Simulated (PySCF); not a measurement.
Vertical excitations of a molecule C5H12Si from TDA-M06-2X/def2-SVPD (PySCF), as energy in eV (oscillator strength): 7.25 (0.012), 7.47 (0.009), 7.81 (0.029), 7.94 (0.015), 8.02 (0.014), 8.07 (0.093). Lowest triplet (TDA): 7.11 eV. Geometry: PBE-D3(BJ)/def2-SVP. The values are those of a single conformer.

Q: Which molecule gave these data?
(A) C[SiH2]C1CCC1
(B) C[C@H]([SiH3])C1CC1
(C) C[Si]1(C)CCC1
(D) C[C@@H]1C[C@@]1(C)[SiH3]

A: D, C[C@@H]1C[C@@]1(C)[SiH3]
